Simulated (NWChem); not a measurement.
System: C$_{2}$H$_{2}$N$_{3}$, doublet; SMILES [c]1ncn[nH]1

Excerpt of the output:

```
             Northwest Computational Chemistry Package (NWChem) 7.3.0
             --------------------------------------------------------

 CS  symmetry detected

                             Geometry "geometry" -> ""
                             -------------------------

 Output coordinates in angstroms (scale by  1.889725989 to convert to a.u.)

  No.       Tag          Charge          X              Y              Z
 ---- ---------------- ---------- -------------- -------------- --------------
    1 C                    6.0000    -1.11531508     0.24749185     0.00000000
    2 N                    7.0000    -0.25975061     1.20248052     0.00000000
    3 C                    6.0000     0.92690187     0.52541807     0.00000000
    4 N                    7.0000     0.81044976    -0.78712911     0.00000000
    5 N                    7.0000    -0.52658326    -0.95473395     0.00000000
    6 H                    1.0000     1.89855530     1.01808629     0.00000000
    7 H                    1.0000    -0.93688736    -1.87986802     0.00000000

 Effective nuclear repulsion energy (a.u.)     157.7247314977

      Symmetry information
      --------------------

 Group name             Cs
 Group number              2
 Group order               2
 No. of unique centers     7

  xc_inp: hfexch multiplicative factor not found.

                                 NWChem DFT Module
                                 -----------------

 Summary of "ao basis" -> "ao basis" (spherical)
 ------------------------------------------------------------------------------
       Tag                 Description            Shells   Functions and Types
 ---------------- ------------------------------  ------  ---------------------
 C                         def2-svpd                 8       20   4s2p2d
 N                         def2-svpd                 8       20   4s2p2d
 H                         def2-svpd                 4        8   2s2p

      Symmetry analysis of basis
      --------------------------

        a'         82
        a"         34

            General Information
            -------------------
          SCF calculation type: DFT
          Wavefunction type:  spin polarized.
          No. of atoms     :     7
          No. of electrons :    35
           Alpha electrons :    18
            Beta electrons :    17
          Charge           :     0
          Spin multiplicity:     2
          Use of symmetry is: on ; symmetry adaption is: on
          Maximum number of iterations: 150
          AO basis - number of functions:   116
                     number of shells:    48
          Convergence on energy requested:  1.00D-06
          Convergence on density requested:  1.00D-05
          Convergence on gradient requested:  5.00D-04

              XC Information
              --------------
                     Hartree-Fock (Exact) Exchange  1.000

      Superposition of Atomic Density Guess
      -------------------------------------

 Sum of atomic energies:        -238.98225937

      Non-variational initial energy
      ------------------------------

 Total energy =    -242.065237
 1-e energy   =    -635.860593
 2-e energy   =     236.070625
 HOMO         =      -0.210844
 LUMO         =       0.045119

   Symmetry analysis of molecular orbitals - initial alpha
   -------------------------------------------------------

  Numbering of irreducible representations:

     1 a'          2 a"

  Orbital symmetries:

     1 a'          2 a'          3 a'          4 a'          5 a'
     6 a'          7 a'          8 a'          9 a'         10 a'
    11 a'         12 a"         13 a'         14 a'         15 a"
    16 a'         17 a"         18 a'         19 a"         20 a"
    21 a'         22 a'         23 a'         24 a'         25 a'
    26 a'         27 a"         28 a'

   Symmetry analysis of molecular orbitals - initial beta
   ------------------------------------------------------

  Numbering of irreducible representations:

     1 a'          2 a"

  Orbital symmetries:

     1 a'          2 a'          3 a'          4 a'          5 a'
     6 a'          7 a'          8 a'          9 a'         10 a'
    11 a'         12 a"         13 a'         14 a'         15 a"
    16 a'         17 a"         18 a'         19 a"         20 a"
    21 a'         22 a'         23 a'         24 a'         25 a'
    26 a'         27 a"         28 a'

     ---------------------------------------------
      Total Density - Mulliken Population Analysis
     ---------------------------------------------

    Atom       Charge   Shell Charges
 -----------   ------   -------------------------------------------------------
    1 C    6     5.36   1.99  0.99  0.30  0.10  1.58  0.34  0.07 -0.00
    2 N    7     7.87   1.99  1.09  0.53  0.17  2.45  1.52  0.03  0.09
    3 C    6     5.06   1.99  0.97 -0.06 -0.06  1.78  0.40  0.07 -0.02
    4 N    7     7.46   1.99  1.09  0.51  0.15  2.29  1.34  0.03  0.05
    5 N    7     6.86   1.99  1.01  0.40 -0.25  2.29  1.35  0.03  0.04
    6 H    1     1.18   0.69  0.41  0.02  0.06
    7 H    1     1.22   0.64  0.46  0.04  0.07

     --------------------------------------------
      Spin Density - Mulliken Population Analysis
     --------------------------------------------

    Atom       Charge   Shell Charges
 -----------   ------   -------------------------------------------------------
    1 C    6     0.75   0.00  0.07  0.13  0.08  0.33  0.13  0.00  0.00
    2 N    7     0.06   0.00  0.02 -0.00 -0.01  0.03 -0.00  0.00  0.01
    3 C    6     0.06   0.00  0.01 -0.00  0.00  0.03  0.01  0.00  0.00
    4 N    7     0.07   0.00  0.00 -0.00  0.00  0.04  0.03  0.00 -0.00
    5 N    7     0.06   0.00  0.02 -0.01 -0.01  0.04 -0.00  0.00  0.01
    6 H    1     0.01   0.01  0.00  0.00  0.00
    7 H    1     0.00  -0.00  0.00  0.00 -0.00

   convergence    iter        energy       DeltaE   RMS-Dens  Diis-err
 ---------------- ----- ----------------- --------- --------- ---------
 d= 0,ls=0.0,diis     1   -239.8690885008 -3.98D+02  5.38D-03  1.56D-01
                                                     4.20D-03  1.36D-01
 d= 0,ls=0.0,diis     2   -239.9462444552 -7.72D-02  2.43D-03  4.16D-02
                                                     2.01D-03  4.73D-02
 d= 0,ls=0.0,diis     3   -239.9672225667 -2.10D-02  1.30D-03  4.64D-03
                                                     8.04D-04  4.15D-03
 d= 0,ls=0.0,diis     4   -239.9715691725 -4.35D-03  4.25D-04  5.61D-04
                                                     2.84D-04  7.02D-04
 d= 0,ls=0.0,diis     5   -239.9724069274 -8.38D-04  2.34D-04  1.76D-04
                                                     2.63D-04  2.70D-04
  Resetting Diis
 d= 0,ls=0.0,diis     6   -239.9728618912 -4.55D-04  1.91D-04  1.15D-04
                                                     1.73D-04  8.87D-05
 d= 0,ls=0.0,diis     7   -239.9731916055 -3.30D-04  1.02D-04  6.74D-05
                                                     9.24D-05  6.89D-05
 d= 0,ls=0.0,diis     8   -239.9733489290 -1.57D-04  1.07D-04  6.55D-05
                                                     8.59D-05  4.86D-05
 d= 0,ls=0.0,diis     9   -239.9735049026 -1.56D-04  5.10D-04  4.97D-05
                                                     4.47D-04  5.13D-05
 d= 0,ls=0.0,diis    10   -239.9741369730 -6.32D-04  2.09D-04  2.98D-05
                                                     1.87D-04  2.65D-05
 d= 0,ls=0.0,diis    11   -239.9743463822 -2.09D-04  3.60D-04  2.01D-05
                                                     3.33D-04  2.29D-05
 d= 0,ls=0.0,diis    12   -239.9746388222 -2.92D-04  3.03D-04  1.09D-05
                                                     2.80D-04  1.08D-05
 d= 0,ls=0.0,diis    13   -239.9747821423 -1.43D-04  1.65D-04  3.84D-06
                                                     1.51D-04  3.21D-06
 d= 0,ls=0.0,diis    14   -239.9748156995 -3.36D-05  2.55D-05  5.10D-07
                                                     2.34D-05  6.28D-07
 d= 0,ls=0.0,diis    15   -239.9748178886 -2.19D-06  2.90D-05  1.65D-07
                                                     2.62D-05  9.06D-08
 d= 0,ls=0.0,diis    16   -239.9748185908 -7.02D-07  4.26D-06  2.62D-08
                                                     5.14D-06  4.21D-08

         Total DFT energy =     -239.974818590833
      One electron energy =     -637.219445079180
           Coulomb energy =      270.370832257048
    Exchange-Corr. energy =      -30.850937266385
 Nuclear repulsion energy =      157.724731497684

 Numeric. integr. density =        0.000000000000

                  Occupations of the irreducible representations
                  ----------------------------------------------

                     irrep           alpha         beta
                     --------     --------     --------
                     a'               15.0         14.0
                     a"                3.0          3.0

                    DFT Final Alpha Molecular Orbital Analysis
                    ------------------------------------------

 Vector   16  Occ=1.000000D+00  E=-4.621323D-01  Symmetry=a'
              MO Center= -2.8D-01,  8.6D-01, -1.9D-16, r^2= 2.1D+00
   Bfn.  Coefficient  Atom+Function         Bfn.  Coefficient  Atom+Function
  ----- ------------  ---------------      ----- ------------  ---------------
    26      0.426249  2 N  py                 3      0.385365  1 C  s
    24     -0.361887  2 N  s                 29     -0.280058  2 N  py
    23     -0.265398  2 N  s                 66      0.225555  4 N  py
     2      0.217243  1 C  s                 22     -0.215984  2 N  s
    25     -0.172775  2 N  px                46      0.172116  3 C  py

 Vector   17  Occ=1.000000D+00  E=-4.228593D-01  Symmetry=a"
              MO Center= -1.9D-01,  1.2D-01,  6.2D-16, r^2= 2.1D+00
   Bfn.  Coefficient  Atom+Function         Bfn.  Coefficient  Atom+Function
  ----- ------------  ---------------      ----- ------------  ---------------
    87      0.400515  5 N  pz                27     -0.342244  2 N  pz
    90     -0.328247  5 N  pz                30      0.270150  2 N  pz
    47      0.238467  3 C  pz                50      0.132337  3 C  pz
     7      0.116098  1 C  pz                67      0.102027  4 N  pz
    10      0.078905  1 C  pz                70     -0.057671  4 N  pz

 Vector   18  Occ=1.000000D+00  E=-3.973568D-01  Symmetry=a"
              MO Center=  1.7D-01, -1.5D-04,  1.8D-16, r^2= 2.2D+00
   Bfn.  Coefficient  Atom+Function         Bfn.  Coefficient  Atom+Function
  ----- ------------  ---------------      ----- ------------  ---------------
     7      0.371463  1 C  pz                47     -0.349414  3 C  pz
    67      0.323902  4 N  pz                70     -0.253196  4 N  pz
    10      0.226547  1 C  pz                50     -0.220299  3 C  pz
    27     -0.103278  2 N  pz                87     -0.090118  5 N  pz
    90      0.082251  5 N  pz                30      0.080890  2 N  pz

 Vector   19  Occ=0.000000D+00  E= 1.073215D-01  Symmetry=a'
              MO Center= -6.6D-01, -8.1D-01,  7.8D-17, r^2= 9.7D+00
   Bfn.  Coefficient  Atom+Function         Bfn.  Coefficient  Atom+Function
  ----- ------------  ---------------      ----- ------------  ---------------
    44     -3.678166  3 C  s                 24      3.414539  2 N  s
   102      2.884162  6 H  s                  4     -2.835869  1 C  s
   110      2.017977  7 H  s                  3      1.806550  1 C  s
    43     -1.755851  3 C  s                 84     -1.600901  5 N  s
   115      1.114318  7 H  py                64      0.947067  4 N  s

 Vector   20  Occ=0.000000D+00  E= 1.264619D-01  Symmetry=a'
              MO Center=  8.9D-01, -8.9D-02, -7.9D-16, r^2= 1.2D+01
   Bfn.  Coefficient  Atom+Function         Bfn.  Coefficient  Atom+Function
  ----- ------------  ---------------      ----- ------------  ---------------
    44      6.377561  3 C  s                 84     -5.948516  5 N  s
   102     -5.567972  6 H  s                110      3.526405  7 H  s
    43      2.501830  3 C  s                115      1.349061  7 H  py
   106      1.142084  6 H  px                24     -1.054338  2 N  s
    56      0.933783  3 C  d -2              48      0.887345  3 C  px

 Vector   21  Occ=0.000000D+00  E= 1.412348D-01  Symmetry=a"
              MO Center= -2.3D-01, -1.0D-01, -2.2D-15, r^2= 3.2D+00
   Bfn.  Coefficient  Atom+Function         Bfn.  Coefficient  Atom+Function
  ----- ------------  ---------------      ----- ------------  ---------------
    10      0.446755  1 C  pz                 7      0.354349  1 C  pz
    67     -0.323307  4 N  pz                90     -0.321410  5 N  pz
    87      0.309544  5 N  pz                70      0.282250  4 N  pz
    57     -0.248639  3 C  d -1              27      0.193371  2 N  pz
    30     -0.184413  2 N  pz               116     -0.180159  7 H  pz

                     DFT Final Beta Molecular Orbital Analysis
                     -----------------------------------------

 Vector   15  Occ=1.000000D+00  E=-4.684694D-01  Symmetry=a'
              MO Center=  1.7D-01,  4.4D-01,  9.3D-15, r^2= 2.5D+00
   Bfn.  Coefficient  Atom+Function         Bfn.  Coefficient  Atom+Function
  ----- ------------  ---------------      ----- ------------  ---------------
    26      0.426709  2 N  py                24     -0.347666  2 N  s
    66      0.323408  4 N  py                29     -0.269956  2 N  py
     3      0.264962  1 C  s                 69     -0.211523  4 N  py
    23     -0.210126  2 N  s                 65     -0.202500  4 N  px
    46      0.174095  3 C  py                64      0.169223  4 N  s

 Vector   16  Occ=1.000000D+00  E=-4.618233D-01  Symmetry=a"
              MO Center= -2.2D-01,  5.0D-01, -9.0D-15, r^2= 1.8D+00
   Bfn.  Coefficient  Atom+Function         Bfn.  Coefficient  Atom+Function
  ----- ------------  ---------------      ----- ------------  ---------------
    27      0.465465  2 N  pz                30     -0.365054  2 N  pz
    87     -0.289376  5 N  pz                90      0.214740  5 N  pz
    67     -0.177029  4 N  pz                 7     -0.135510  1 C  pz
    47     -0.125031  3 C  pz                70      0.118751  4 N  pz
    10     -0.053480  1 C  pz                50     -0.053716  3 C  pz

 Vector   17  Occ=1.000000D+00  E=-3.992388D-01  Symmetry=a"
              MO Center=  2.3D-01, -4.4D-01,  7.1D-17, r^2= 1.9D+00
   Bfn.  Coefficient  Atom+Function         Bfn.  Coefficient  Atom+Function
  ----- ------------  ---------------      ----- ------------  ---------------
    67      0.413088  4 N  pz                70     -0.347189  4 N  pz
    87     -0.330701  5 N  pz                90      0.305801  5 N  pz
    47     -0.254473  3 C  pz                 7      0.211700  1 C  pz
    50     -0.122308  3 C  pz                10      0.065326  1 C  pz
    27     -0.046658  2 N  pz                97      0.041151  5 N  d -1

[...]

                         DFT ENERGY GRADIENTS

    atom               coordinates                        gradient
                 x          y          z           x          y          z
   1 C      -2.107640   0.467692   0.000000   -0.008336   0.005402   0.000000
   2 N      -0.490857   2.272359   0.000000   -0.004219   0.005021   0.000000
   3 C       1.751591   0.992896   0.000000   -0.004493   0.011256   0.000000
   4 N       1.531528  -1.487458   0.000000    0.007876  -0.023734   0.000000
   5 N      -0.995098  -1.804186   0.000000    0.006224   0.013966   0.000000
   6 H       3.587749   1.923904   0.000000    0.008924   0.003880   0.000000
   7 H      -1.770460  -3.552435   0.000000   -0.005976  -0.015792   0.000000
```

Level: UHF/def2-SVPD. In the optimisation the excess spin sits in a' (Cs, its own frame). Geometry: optimised at PBE0/def2-SVP, spin-unrestricted. The determinant is spin-contaminated (<S²> = 0.91). No stability test was run on the SCF state.

**Question.** Write an input that gives this output.

**Answer.** This is not unique; one that fits is the input that was run:
```
start job
memory heap 200 mb stack 900 mb global 1100 mb
geometry units angstroms noautoz
  C     -1.140088     0.099551     0.000000
  N     -0.416232     1.157864     0.000000
  C      0.848515     0.641170     0.000000
  N      0.904055    -0.675362     0.000000
  N     -0.399747    -1.015728     0.000000
  H      1.747702     1.256227     0.000000
  H     -0.686027    -1.986432     0.000000
end
basis spherical
  * library def2-svpd
end
dft
  odft
  mult 2
  xc hfexch
  iterations 150
  mulliken
end
task dft gradient
```
